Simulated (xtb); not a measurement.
Cl3Sb, charge -1, doublet, geometry from GFN2-xTB (a state made from the parent by changing its charge; the spin is typed, not shown lowest). Base run: xtb with GFN2-xTB.

Geometry (Å):
```xyz
4

Sb    -0.0085    -0.3966     0.0301
Cl    -2.6489    -0.3378     0.0445
Cl     0.0427     1.9814    -0.1502
Cl     2.6319    -0.4538     0.0155
```
Charge -1, spin multiplicity 2.
All else is at xtb's defaults.
Base energy -16.24834 Eh.

Variants of this job, named by their change:

```
change               ΔE vs base (mEh)  G_solv (kcal/mol)  SCF cycles
-------------------  ----------------  -----------------  ----------
base                            0.000                  -          17
alpb = toluene                -66.339             -41.68          16
alpb = acetonitrile           -76.089             -47.90          16
acc = 0.0001                    0.000                  -          21
etemp = 1000                   -0.002                  -          17
etemp = 5000                   -9.332                  -          15
file = coord                    0.000                  -          17
gbsa = acetonitrile           -80.490             -50.69          16
acc = 1000                      0.006                  -           8
```

ALPB and GBSA are two models with their own fitted parameters for each solvent, which aren't always the measured dielectric constant.
